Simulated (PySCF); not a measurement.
Species: C8H7 (doublet state).
Bonds: C1–C2 (double), C2–C3, C3–C4 (aromatic), C4–C5 (aromatic), C5–C6 (aromatic), C6–C7 (aromatic), C7–C8 (aromatic), C3–C8 (aromatic). Hydrogens: H9, H10 on C1; H11 on C4; H12 on C5; H13 on C6; H14 on C7; H15 on C8.

The species is `C=[C]C1=CC=CC=C1` [radical].

Method used: UKS B3LYP, pcH-1 on C H, non-relativistic, mean-field spin-orbit, GIAO in PySCF 2.14.0. Isolated species at its GFN2-xTB geometry, gas phase. A GFN2-xTB geometry isn't a minimum of the functional, and hyperfine couplings can be far from their values at a DFT geometry. No stability test was run, so a lower SCF solution isn't excluded. ⟨S²⟩ is 0.783 where a pure state has 0.75.

Give the principal g shifts and their parts.

| Δg (ppm) | 1 | 2 | 3 |
| --- | --- | --- | --- |
| relativistic mass correction | -144 | -144 | -144 |
| gauge correction | 37 | -3 | 36 |
| orbital Zeeman/spin–orbit | -90 | -22 | 569 |
| total | -197 | -169 | 461 |

So g = 2.00212, 2.00215, 2.00278 and g_iso = 2.00235; the tensor is close to axial: the two nearest values differ by 4 % of g3 − g1. 

At 9.477 GHz, how far is the centre of the isotropic spectrum from where a free electron (g = 2.002319) resonates?

B = hν/(g μB) with μB/h = 13.99624 MHz/mT gives 338.16 mT for the free electron and 338.16 mT at g_iso, the same within 0.01 mT.

What are the electron Larmor frequencies g μB B/h along the three axes at 350 mT?

9.8078, 9.8079, 9.8110 GHz for g1, g2 and g3, a range of 3.2 MHz.

In a frozen sample, at which fields do the three g values resonate at 9.5, 34, 94 and 263 GHz (hyperfine left aside), and which band first spreads them over more than twice a line width of 0.5 mT?

| band | GHz | B(g3) mT | B(g2) mT | B(g1) mT | spread mT |
| --- | --- | --- | --- | --- | --- |
| X | 9.5 | 338.91 | 339.01 | 339.02 | 0.11 |
| Q | 34.0 | 1212.93 | 1213.31 | 1213.32 | 0.40 |
| W | 94.0 | 3353.38 | 3354.44 | 3354.48 | 1.10 |
| J | 263.0 | 9382.33 | 9385.29 | 9385.42 | 3.08 |

The spread grows in proportion to the frequency. W band is the first where it exceeds 1.0 mT.

Largest spin populations (Mulliken): C2 (+0.65), C6 (+0.32), C4 (+0.27) and C8 (+0.27). Four atoms exceed +0.15.

The HOMO–LUMO gaps are 4.42 eV among the α and 4.76 eV among the β orbitals.
